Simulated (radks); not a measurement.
Task: Gd+, 63 electrons, occupied as [Xe] 4f7 5d1 6s1 (the NIST ground configuration). Method: Dirac Kohn-Sham, SOGGA, spin-unpolarised, spherical densities, finite nucleus; open shells are shared between the two j in proportion to 2j + 1; Fermi nuclear charge, rms radius 5.1569 fm; computed with a radial shooting solver on a logarithmic mesh with Libxc functionals. Some entries of the table are withheld. Estimate them.

orbital,occ.,eigenvalue (eV),<r> (bohr)
1s1/2,2,-50027.56,0.02191
2s1/2,2,-8261.789,0.09278
2p1/2,2,-7846.820,0.07747
2p3/2,4,-7151.420,0.08431
3s1/2,2,-1836.186,0.2441
3p1/2,2,-1656.096,0.2337
3p3/2,4,-1513.468,0.2467
3d3/2,4,-1201.920,0.2188
3d5/2,6,-1170.835,0.2229
4s1/2,2,-374.6309,0.5529
4p1/2,2,-304.4994,0.5648
4p3/2,4,-272.6975,0.5944
4d3/2,4,(1),0.6301
4d5/2,6,(2),0.6406
5s1/2,2,-55.9284,1.333
5p1/2,2,-36.6097,1.493
5p3/2,4,-32.2371,1.588
4f5/2,3,-15.3794,0.8580
4f7/2,4,-14.6230,0.8706
6s1/2,1,-9.1631,3.658
5d3/2,0.4,-8.5107,2.515
5d5/2,0.6,-8.1950,2.581
6p1/2,0,-5.8937,4.521
6p3/2,0,-5.4969,4.759

Result: 
(1) 4d3/2 eigenvalue (eV): -157.0411
(2) 4d5/2 eigenvalue (eV): -151.2908
